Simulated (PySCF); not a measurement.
C7H6O.
Bonds: C1–C2 (triple), C2–C3, C3–C4 (triple), C4–C5, C5–C6, C6–C7, C6–O8 (double). Hydrogens: H9 on C1; H10, H11 on C5; H12, H13, H14 on C7.

The geometry is computed with GFN2-xTB (gas phase).

(1) What internal coordinates does the optimisation give?

Answers

(1) 
```tsv
bond	length (Å)
C1≡C2	1.204
C2–C3	1.359
C3≡C4	1.207
C4–C5	1.442
C5–C6	1.528
C6–C7	1.503
C6=O8	1.202
C1–H9	1.048
C5–H10, C5–H11	1.095
C7–H12, C7–H13, C7–H14	1.088
```

Bonds in one row agree within 0.01 Å and their mean is given. A selection of angles:
```tsv
angle	degrees
C2–C1–H9	179.8
C1–C2–C3	179.8
C2–C3–C4	179.5
C3–C4–C5	178.5
C4–C5–C6	112.7
C4–C5–H10	110.0
C6–C5–H10	108.8
C6–C5–H11	107.5
H10–C5–H11	108.4
C5–C6–C7	114.7
C5–C6–O8	121.5
C7–C6–O8	123.8
C6–C7–H12	109.4
H12–C7–H13	107.7
H12–C7–H14	109.7
```

Dihedral angles: C4–C5–C6–C7 -48° (synclinal). The mirror-image conformer, all signs reversed, is as good.

The C–C distances run from 1.204 Å (C1≡C2, drawn triple) to 1.528 Å (C5–C6, drawn single), a spread of 0.324 Å. Of the pairs four or more bonds apart, C4···H12 is among the closest relative to their van der Waals radii: 2.62 Å, 90 % of the sum of Bondi's values.

Point group: C1 (no symmetry element, even within 0.4 Å). GFN2-xTB frequencies: not computed here. The numbers are those of one conformer.
